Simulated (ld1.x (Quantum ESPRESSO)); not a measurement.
## Scattering properties, TM potential for B (Z = 5)

B, norm-conserving Troullier–Martins (Kleinman–Bylander form), made with ld1.x (Quantum ESPRESSO) 7.5 (PBE, scalar-relativistic). Core [He], reference 2s2 2p0 (charge +1). Waves: 2s (bound): rc 1.10 bohr; 2p (bound, empty): rc 3.20 bohr; 3d channel at 0.35 Ry: rc 3.50 bohr. Local part: the d channel. Core correction: a·sin(br)/r model core inside 1.00 bohr.

The phase is arctan(r·u′/u) with u = r·R(r), unwrapped; energies in Ry, scanned from -3 to 5 Ry. A pole is an energy at which the radial function vanishes at the test radius. The pseudo phase is shifted by a multiple of π to meet the all-electron one at the reference energy, and phase errors are pseudo minus all-electron; the curves can meet again beyond the range given. Levels narrower than the energy grid can be missing from the lists of poles.

```
channel  radius (bohr)  reference energy (Ry)  poles, all-electron      poles, pseudo  unbroken range about the reference energy with phases within 0.05 rad  phase error 1 Ry above the reference energy (rad)
      s           3.80                  -1.43          -1.37, 1.28  -1.37, 1.18, 4.87                                                             below -0.1                                             -0.003
      p           3.80                  -0.98    -0.90, 1.35, 4.95        -0.90, 1.53                                                             below -0.1                                             +0.106
      d           3.80                   0.35           0.76, 3.67         0.76, 3.88                                                              below 1.7                                             +0.011
```

Phases in the s channel:

| E (Ry) | all-electron | pseudo |
| --- | --- | --- |
| -3.00 | 1.393 | 1.393 |
| -2.52 | 1.367 | 1.367 |
| -2.04 | 1.319 | 1.319 |
| -1.56 | 0.982 | 0.983 |
| -1.08 | -1.803 | -1.803 |
| -0.60 | -2.001 | -2.001 |
| -0.12 | -2.803 | -2.839 |
| 0.36 | -4.327 | -4.356 |
| 0.84 | -4.611 | -4.629 |
| 1.32 | -4.719 | -4.740 |
| 1.80 | -4.798 | -4.833 |
| 2.28 | -4.899 | -4.992 |
| 2.76 | -5.164 | -5.901 |
| 3.24 | -6.899 | -7.506 |
| 3.72 | -7.603 | -7.716 |
| 4.20 | -7.739 | -7.793 |
| 4.68 | -7.801 | -7.839 |
